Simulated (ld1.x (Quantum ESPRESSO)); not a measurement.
# Pseudopotential generation for iridium (Ir): TM, PBEsol, scalar-relativistic.

The input file (ld1.x (Quantum ESPRESSO) 7.5):

```
&input
   title='Ir', zed=77., rel=1, dft='PBESOL', iswitch=3,
   config='[Xe] 4f14 5d7 6s2 6p0',
   nld=3, rlderiv=2.70, eminld=-3.0, emaxld=5.0, deld=0.02
 /
 &inputp
   pseudotype=2, tm=.true., lloc=0,
   nlcc=.true., new_core_ps=.true.,
   file_pseudopw='Ir.UPF', file_wfcaegen='ae.wfc', file_wfcncgen='nc.wfc', file_beta='beta', file_chi='chi'
 /
3
6P  2  1   0.00   0.00  2.50  2.50  0.0
5D  3  2   7.00   0.00  1.40  1.40  0.0
6S  1  0   2.00   0.00  2.05  2.05  0.0
 &test
   configts(1)='5d7 6s2 6p0'
 /
```

Command:

```bash
ld1.x < Ir.in > Ir.out
```

Resulting log (shortened: banner, matrices, multipoles, cross overlaps and the repeated all-electron block are left out):

```
Program LD1 v.7.5
     --------------------------- All-electron run ----------------------------

     Ir
     scalar relativistic calculation

     atomic number is 77.00
     dft =PBESOL   lsd =0 sic =0 latt =0  beta=0.20 tr2=1.0E-14
     Exchange-correlation= PBESOL
                           (   1   4  10   8   0   0   0)
     mesh =1277 r(mesh) = 100.10249 a.u. xmin = -7.00 dx = 0.01250
     1 Ry =  13.60569312 eV, c = 137.03599908

     n l     nl                  e(Ry)          e(Ha)          e(eV)
     1 0     1S 1( 2.00)     -5594.0849     -2797.0425    -76111.4027
     2 0     2S 1( 2.00)      -978.6108      -489.3054    -13314.6788
     2 1     2P 1( 6.00)      -850.1712      -425.0856    -11567.1679
     3 0     3S 1( 2.00)      -228.8751      -114.4376     -3114.0044
     3 1     3P 1( 6.00)      -191.3276       -95.6638     -2603.1449
     4 0     4S 1( 2.00)       -48.8016       -24.4008      -663.9799
     4 1     4P 1( 6.00)       -36.4881       -18.2440      -496.4457
     3 2     3D 1(10.00)      -150.0091       -75.0045     -2040.9777
     5 0     5S 1( 2.00)        -7.2056        -3.6028       -98.0372
     5 1     5P 1( 6.00)        -4.0218        -2.0109       -54.7200
     4 2     4D 1(10.00)       -21.3754       -10.6877      -290.8272
     4 3     4F 1(14.00)        -4.5746        -2.2873       -62.2412
     5 2     5D 1( 7.00)        -0.5274        -0.2637        -7.1757
     6 0     6S 1( 2.00)        -0.4685        -0.2343        -6.3746
     6 1     6P 1( 0.00)        -0.0864        -0.0432        -1.1753

     final scf error:  1.5E-15 reached in  29 iterations

     Etot =  -35645.010091 Ry,  -17822.505046 Ha, -484975.068666 eV

     Ekin =   39636.312895 Ry,   19818.156447 Ha,  539279.509771 eV
     Encl =  -88470.956069 Ry,  -44235.478034 Ha,-1203708.678568 eV
     Eh   =   13871.630101 Ry,    6935.815050 Ha,  188733.142268 eV
     Exc  =    -681.997018 Ry,    -340.998509 Ha,   -9279.042137 eV

     normalization and overlap integrals

     s(1S/1S) =  1.000000  <r> =   0.0174  <r2> =    0.0004  r(max) =   0.0108
     s(2S/2S) =  1.000000  <r> =   0.0736  <r2> =    0.0064  r(max) =   0.0620
     s(2P/2P) =  1.000000  <r> =   0.0662  <r2> =    0.0054  r(max) =   0.0514
     s(3S/3S) =  1.000000  <r> =   0.1905  <r2> =    0.0415  r(max) =   0.1749
     s(3P/3P) =  1.000000  <r> =   0.1914  <r2> =    0.0425  r(max) =   0.1749
     s(4S/4S) =  1.000000  <r> =   0.4234  <r2> =    0.2023  r(max) =   0.3990
     s(4P/4P) =  1.000000  <r> =   0.4507  <r2> =    0.2309  r(max) =   0.4195
     s(3D/3D) =  1.000000  <r> =   0.1733  <r2> =    0.0352  r(max) =   0.1414
     s(5S/5S) =  1.000000  <r> =   0.9773  <r2> =    1.0723  r(max) =   0.8880
     s(5P/5P) =  1.000000  <r> =   1.1336  <r2> =    1.4553  r(max) =   1.0062
     s(4D/4D) =  1.000000  <r> =   0.4785  <r2> =    0.2649  r(max) =   0.4247
     s(4F/4F) =  1.000000  <r> =   0.5352  <r2> =    0.3511  r(max) =   0.3940
     s(5D/5D) =  1.000000  <r> =   1.7201  <r2> =    3.5669  r(max) =   1.3083
     s(6S/6S) =  1.000000  <r> =   2.8841  <r2> =    9.5335  r(max) =   2.3838
     s(6P/6P) =  1.000000  <r> =   4.6016  <r2> =   25.3531  r(max) =   3.4253

     ------------------------ End of All-electron run ------------------------

     --------------------- Generating NC pseudopotential ---------------------

      Generating local pot.: lloc=0, matching radius rcloc =   2.0500

      Computing core charge for nlcc:

       r > 1.20 : true rho core
      Core charge pseudized with two Bessel functions
      Integrated core pseudo-charge :  18.04

      Wfc   6P  rcut= 2.475  Using Troullier-Martins method

      Wfc   5D  rcut= 1.393  Using Troullier-Martins method

     ------------------- End of pseudopotential generation -------------------

     Computing logarithmic derivative in   2.68442
     Computing logarithmic derivative in   2.68442
     Computing the partial wave expansion
       no projector for channel:   0
     R is outside the sphere for l=    1 j= 0.00
     R is outside the sphere for l=    2 j= 0.00

     ---------------------- Testing the pseudopotential ----------------------

     Ir
     scalar relativistic calculation

     atomic number is 77.00   valence charge is  9.00
     dft =PBESOL   lsd =0 sic =0 latt =0  beta=0.20 tr2=1.0E-14
     mesh =1277 r(mesh) = 100.10249 xmin = -7.00 dx = 0.01250

     n l     nl             e AE (Ry)        e PS (Ry)    De AE-PS (Ry)
     3 2     5D   1( 7.00)       -0.52741       -0.52740       -0.00001
     1 0     6S   1( 2.00)       -0.46853       -0.46853        0.00000
     2 1     6P   1( 0.00)       -0.08638       -0.08638       -0.00000

     eps = 2.4E-15  iter = 12

     Etot =  -35645.010091 Ry,  -17822.505046 Ha, -484975.068666 eV
     Etotps =   -78.217802 Ry,     -39.108901 Ha,   -1064.207417 eV

     Ekin =      30.777107 Ry,      15.388554 Ha,     418.743876 eV
     Encl =     -65.160190 Ry,     -32.580095 Ha,    -886.549554 eV
     Ehrt =      37.488845 Ry,      18.744423 Ha,     510.061722 eV
     Ecxc =     -47.899614 Ry,     -23.949807 Ha,    -651.707454 eV
     (Ecc =     -37.303573 Ry,     -18.651786 Ha,    -507.540961 eV)
     Epseu=     -33.423950 Ry,     -16.711975 Ha,    -454.756006 eV

     ---------------------- End of pseudopotential test ----------------------
```

Generation and configuration tests took about 1.8 s on one core of a shared server CPU.
